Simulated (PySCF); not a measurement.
One molecule, one basis, several functionals.

CH5FGe.
Atom-mapped SMILES: `[F:1][CH2:2][GeH3:3]` (hydrogens: H4, H5 on C2; H6, H7, H8 on Ge3)

PySCF, def2-SVPD basis, density fitting, gas phase, PBE0-D3(BJ)/def2-SVP geometry; singlet excitations by full TDDFT with frozen cores, triplets by Tamm–Dancoff TDDFT and ionisation energies by ΔSCF, from the lowest of the holes tried. One functional is left out:

```tsv
functional	exact exchange (%)	HOMO energy (eV)	LUMO energy (eV)	lowest singlet excitation (eV)	lowest triplet excitation (eV)	dipole moment (D)	mean polarisability (au)	vertical ionisation energy (eV)
LDA	0	-7.26	-0.52	6.86	6.62	1.538	50.1	11.21
PBE	0	-7.14	-0.39	6.84	6.58	1.481	49.0	10.61
PBE0	25	-8.57	0.30	7.66	7.20	1.592	47.0	10.89
BHandHLYP	50	-9.91	0.79	8.16	7.62	1.726	45.6	11.06
```

Problem. Predict the row of B3LYP (20 % exact exchange) by straight lines through the other rows, and check it.

Solution. 
```
                       property   line  computed  computed − line  PBE0 (25 %), for comparison
               HOMO energy (eV)  -8.29     -8.35            -0.06                        -8.57
               LUMO energy (eV)   0.08      0.01            -0.07                         0.30
 lowest singlet excitation (eV)   7.41      7.43            +0.02                         7.66
 lowest triplet excitation (eV)   7.03      7.08            +0.05                         7.20
              dipole moment (D)  1.590     1.608           +0.018                        1.592
       mean polarisability (au)   47.8      47.5             -0.3                         47.0
vertical ionisation energy (eV)  10.95     10.91            -0.04                        10.89
```

Problem. Which of these properties follows the share of exact exchange most closely, and which least?

Solution. Most closely the HOMO energy, least the vertical ionisation energy; the correlations over the tabulated rows are HOMO energy -0.999, lowest triplet excitation 0.995, lowest singlet excitation 0.993, LUMO energy 0.991, dipole moment 0.968, mean polarisability -0.965, vertical ionisation energy 0.247. The HOMO energy moves by -0.543 eV for every 10 %. Functionals with the same share still differ in their other parts: at 0 % LDA and PBE differ by 0.12 eV in it.
